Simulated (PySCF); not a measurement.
Argon: a sound run and one with changed settings

Sound run: Ar⁺ [Ne] 3s2 3p5, Ar²⁺ [Ne] 3s2 3p4. All numbers are calculated (PySCF 2.14, scalar relativity by spin-free X2C-1e, in cc-pVTZ-DK). In the sound run the correlated levels freeze [Ne]. The sound run starts from symmetry-adapted Hartree-Fock orbitals and uses a fine grid where one is needed.

Changed run: no relativity, point nucleus. This setting is unsound on purpose.

| species | method | sound run (hartree) | changed run (hartree) | converged |
| --- | --- | --- | --- | --- |
| Ar⁺ | UHF | -528.08649 | -525.73301 | yes |
| Ar⁺ | B3LYP | -528.80083 | -526.44908 | yes |
| Ar⁺ | TPSS | -528.80411 | -526.45251 | yes |
| Ar⁺ | MP2 | -528.25189 | -525.89838 | yes |
| Ar⁺ | CCSD(T) | -528.28081 | -525.92742 | yes |
| Ar²⁺ | UHF | -527.11772 | -524.76333 | yes |
| Ar²⁺ | B3LYP | -527.78274 | -525.43004 | yes |
| Ar²⁺ | TPSS | -527.78975 | -525.43714 | yes |
| Ar²⁺ | MP2 | -527.24768 | -524.89332 | yes |
| Ar²⁺ | CCSD(T) | -527.27657 | -524.92237 | yes |

Ionisation energy of Ar⁺:

```tsv
method	sound run (eV)	changed run (eV)
UHF	26.361	26.386
B3LYP	27.704	27.730
TPSS	27.602	27.630
MP2	27.326	27.349
SCS-MP2	27.321	27.344
CCSD	27.296	27.318
CCSD(T)	27.327	27.349
```

Most of the change in total energy is the relativistic energy itself. On top of that the contraction fixes the core shape for the Hamiltonian it was made with, so the changed run is not a good calculation with the other Hamiltonian either.

For comparison, NIST gives 27.630 eV between the lowest levels.
